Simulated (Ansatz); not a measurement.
Total energies of the cluster Si₃Pt⁺ (the lowest doublet isomer of a short search) from Ansatz at r2SCAN-D4/def2-TZVP, gas phase (1 Eh = 27.2114 eV = 2625.5 kJ/mol). The reference geometry is relaxed at B3LYP-D4/def2-SVP.

```xyz
4

Pt   -0.902   -0.784   -0.430
Si   -1.373    1.229    0.628
Si    1.368   -1.235   -0.628
Si    0.907    0.790    0.430
```

```csv
state,geometry,energy (Eh)
charge 1 doublet,reference,-987.55248
charge 0 singlet,reference,-987.82347
charge 1 quartet,relaxed at B3LYP-D4/def2-SVP,-987.52331
```

In the def2 sets Pt takes a core potential; there is no spin–orbit coupling.

Question: Work out the vertical electron affinity, to the singlet.

Answer: E(charge 1 doublet) − E(charge 0 singlet) = -987.55248 − (-987.82347) = 0.27099 Eh = 7.37 eV.

Question: Which of the charge 1 states is lowest, and how far above it are the others?

Answer: The doublet. quartet: -987.52331 − (-987.55248) = 0.02917 Eh = 76.6 kJ/mol. The quartet differs in its bonds from the reference.

The structure comes from a short search, and lower isomers may exist.
